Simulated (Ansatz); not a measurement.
Diatomic SbMo, multiplicity 8 (an upper state: multiplicity 4 came lower at CCSD(T)/def2-TZVPP on PBE0 minima). No spin–orbit coupling.

The constants come from a fifth-degree fit in 1/R (seven points, main isotopes). In def2 and cc sets the state is the lowest found near the PBE0 minimum, followed along R.

Programs: Ansatz (Gaussian basis) for Hartree–Fock, density functionals and correlated methods. Values without a source in brackets are computed. In def2 rows elements past Kr take small-core potentials, without spin–orbit coupling.

```csv
level,r_e (Å),ω_e (cm⁻¹),ω_e x_e (cm⁻¹),dipole (D)
PBE/def2-TZVPP,2.848,…,0.43,2.50
PBE0/def2-TZVPP,2.843,172,0.44,3.33
wB97X-V/def2-TZVPP,…,…,0.36,4.24
```

**Question.** What belongs in the gaps?

**Answer.** 
- wB97X-V/def2-TZVPP, r_e (Å): 2.839
- wB97X-V/def2-TZVPP, ω_e (cm⁻¹): 179
- PBE/def2-TZVPP, ω_e (cm⁻¹): 170

Ansatz is an electronic-structure program.
